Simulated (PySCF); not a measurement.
# Electric field gradients and quadrupole coupling constants

C6H9OP.
Structure used (GFN2-xTB), in Å, numbered top down from 1:
```
atom  x, y, z in Å
C1     3.380   -0.643    0.887
C2     2.464    0.327    0.841
C3     1.275    0.248    0.051
P4     0.135    1.491    0.022
C5    -1.127    0.754   -1.175
C6    -1.686   -0.474   -0.521
C7    -2.777   -0.201    0.481
O8    -1.259   -1.579   -0.750
H9     4.268   -0.561    1.490
H10    3.263   -1.552    0.320
H11    2.602    1.231    1.421
H12    1.123   -0.660   -0.523
H13   -0.622    0.507   -2.110
H14   -1.898    1.506   -1.349
H15   -3.680    0.104   -0.045
H16   -2.990   -1.095    1.061
H17   -2.477    0.611    1.142
```

Field gradients from the PBE0/pcSseg-1 density (PySCF, non-relativistic), principal values in atomic units, ordered |Vxx| ≤ |Vyy| ≤ |Vzz|:

```tsv
atom	Vxx	Vyy	Vzz
O8	0.5590	1.3940	-1.9530
```

Q: Find the asymmetry η = (Vxx − Vyy)/Vzz and the couplings χ = eQV/h (234.96 MHz × Q in barn × V in au), with Q(17O) = −0.0256 b.

A: 
```
atom    environment  nucleus     η  χzz (MHz)  χxx (MHz)  χyy (MHz)
  O8  ketone oxygen      17O  0.43      11.75      -3.36      -8.38
```

The tensor is traceless: Vxx + Vyy + Vzz = 0.

Q: What is Vzz at O8 in SI units (1 au = 9.71736 × 10²¹ V/m²)?

A: -1.9530 au = -18.978 × 10²¹ V/m².

Q: And the gradient at the other heavy atoms, for which no coupling is worked out here?

A: 
```tsv
atom	environment	Vzz (au)	η
C1	terminal =CH2 carbon	0.353	0.28
C2	alkene CH carbon	0.334	0.41
C3	carbon bonded to C, P and H	0.420	0.09
P4	phosphorus bonded to 2 C	-1.238	0.04
C5	sp3 carbon bound to phosphorus	0.088	0.78
C6	ketone carbonyl carbon	0.544	0.07
C7	methyl carbon next to a carbonyl	-0.061	0.66
```

Q: What couplings would deuterons (Q(2H) = 0.00286 b) have in place of the hydrogens, at this geometry?

A: 
```tsv
atom	bonded to	bond length (Å)	Vzz (au)	η	χzz (kHz)
H9	C1	1.076	0.3376	0.04	227
H10	C1	1.078	0.3333	0.05	224
H11	C2	1.083	0.3182	0.07	214
H12	C3	1.084	0.3138	0.05	211
H13	C5	1.091	0.3076	0.01	207
H14	C5	1.090	0.3082	0.03	207
H15	C7	1.089	0.3130	0.03	210
H16	C7	1.087	0.3137	0.01	211
H17	C7	1.089	0.3083	0.04	207
```

Isolated species at its GFN2-xTB geometry (one conformer only). GFN2-xTB bond lengths can be off by several hundredths of an ångström, more for odd bonds, and the gradients follow them. The small basis limits the accuracy of the gradients.

These values come from a run that also computed NMR shieldings. Rough CPU time on one thread of a shared machine: about 80 s.
